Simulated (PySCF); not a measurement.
H2O, SMILES [OH2+], charge +1, multiplicity 2. Atoms are numbered in the order given.

```xyz
3

O      0.0000     0.0000    -0.1159
H      0.0000     0.8204     0.4634
H      0.0000    -0.8204     0.4634
```
Charge +1, spin multiplicity 2.

Coordinates come from a PBE0-D3(BJ)/def2-TZVPD optimisation.

All values below come from B3LYP/pcH-1 (PySCF).

Unrestricted Kohn–Sham, ⟨S²⟩ = 0.753. Hyperfine tensors hold the contact and dipolar terms, without spin-orbit corrections.

Computed hyperfine couplings:
| nucleus | A(iso) (MHz) | A(iso) (G) | dipolar principal values (MHz) |
|---|---|---|---|
| 17O no. 1 | -71.4 | -25.5 | -315.5, 155.7, 159.8 |
| 1H no. 2 | -73.1 | -26.1 | -65.8, -25.0, 90.9 |
| 1H no. 3 | -73.1 | -26.1 | -65.8, -25.0, 90.9 |

Question: And the g tensor (effective nuclear charges for spin-orbit coupling, GIAO)? (The exact figures need the calculation; the answer reports its results.)

Answer: principal values 2.0021, 2.0067, 2.0169; isotropic 2.0086.
